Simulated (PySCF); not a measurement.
SCF from a fresh guess for singlet ClOsN, at the PBE0 minimum. PySCF input:

```python
from pyscf import gto, scf, dft
mol = gto.M(atom='''
Os    -0.190938     0.000000    -0.229786
N     -1.510031     0.000000     0.669714
Cl     1.653422     0.000000     0.987014''',
    basis={'Os': 'def2-TZVP', 'N': 'def2-TZVP', 'Cl': 'def2-TZVP'},
    ecp={'Os': 'def2-TZVP'},
    charge=0, spin=0)
mf = dft.RKS(mol, xc='PBE0')
mf.grids.atom_grid = (50, 194)
aux = {'Os': 'def2-universal-JKFIT', 'N': 'def2-universal-JKFIT', 'Cl': 'def2-universal-JKFIT'}
mf = mf.density_fit(auxbasis=aux)
mf.conv_tol = 1e-08
mf.diis_space = 10
mf.max_cycle = 60
mf.init_guess = 'minao'
mf.verbose = 4
mf.kernel()
```

Excerpt of the output (cycles and frontier levels):

```
init E= -588.036800549425
  HOMO = -0.483865752794588  LUMO = -0.389475894960335  gap/eV = 2.56848
cycle= 1 E= -605.333849509555  delta_E= -17.3  |g|= 0.576  |ddm|= 8.26
  HOMO = -0.13099506478754  LUMO = -0.0953636203857875  gap/eV = 0.96958
cycle= 2 E= -605.126586356973  delta_E= 0.207  |g|= 1.18  |ddm|= 1.38
  HOMO = -0.23633368597719  LUMO = -0.145849528584797  gap/eV = 2.46220
cycle= 3 E= -605.342468038889  delta_E= -0.216  |g|= 0.606  |ddm|= 0.926
  HOMO = -0.239566057354099  LUMO = -0.148706889690306  gap/eV = 2.47240
cycle= 4 E= -605.4112825354  delta_E= -0.0688  |g|= 0.0908  |ddm|= 0.334
  HOMO = -0.240688966528588  LUMO = -0.147843506431962  gap/eV = 2.52645
cycle= 5 E= -605.412864450619  delta_E= -0.00158  |g|= 0.0306  |ddm|= 0.0949
  HOMO = -0.242869467933272  LUMO = -0.149203357273924  gap/eV = 2.54878
cycle= 6 E= -605.413112504895  delta_E= -0.000248  |g|= 0.00924  |ddm|= 0.0376
  HOMO = -0.242427755596904  LUMO = -0.148575737666046  gap/eV = 2.55384
cycle= 7 E= -605.41316166824  delta_E= -4.92e-05  |g|= 0.00635  |ddm|= 0.0224
  HOMO = -0.242984851735032  LUMO = -0.149050973195359  gap/eV = 2.55607
cycle= 8 E= -605.413198027261  delta_E= -3.64e-05  |g|= 0.00397  |ddm|= 0.0258
  HOMO = -0.243405056880315  LUMO = -0.149415698872959  gap/eV = 2.55758
cycle= 9 E= -605.413224037417  delta_E= -2.6e-05  |g|= 0.00112  |ddm|= 0.0344
  HOMO = -0.243569572937927  LUMO = -0.149618551802555  gap/eV = 2.55654
cycle= 10 E= -605.413227150886  delta_E= -3.11e-06  |g|= 0.000289  |ddm|= 0.0133
  HOMO = -0.243565823049252  LUMO = -0.149664342669547  gap/eV = 2.55519
cycle= 11 E= -605.413227374596  delta_E= -2.24e-07  |g|= 8.35e-05  |ddm|= 0.00345
  HOMO = -0.243562093401155  LUMO = -0.149676419585873  gap/eV = 2.55476
cycle= 12 E= -605.413227390781  delta_E= -1.62e-08  |g|= 2.62e-05  |ddm|= 0.00105
  HOMO = -0.243566214988808  LUMO = -0.149680243813673  gap/eV = 2.55477
cycle= 13 E= -605.413227391551  delta_E= -7.71e-10  |g|= 1.3e-05  |ddm|= 0.000147
  HOMO = -0.243563773674882  LUMO = -0.149678990734361  gap/eV = 2.55474
Extra cycle  E= -605.413227391592  delta_E= -4.04e-11  |g|= 2.25e-05  |ddm|= 3.51e-05
converged SCF energy = -605.413227391592
```

No lower solution of this spin was found by a stability analysis within the restricted form, which does not test spin polarisation.

At the minimum of this search the closed-shell solution is unstable towards spin polarisation, so a lower open-shell solution exists. No spin–orbit coupling is included, which matters more the heavier the element.

The search for the lowest solution, with the stability check, took 5.6 s on 2 threads of a shared Arm Neoverse N1 host, with 108 basis functions; the process peaked at 0.33 GiB. Launch command: `OMP_NUM_THREADS=2 python axn.py task.json out`.
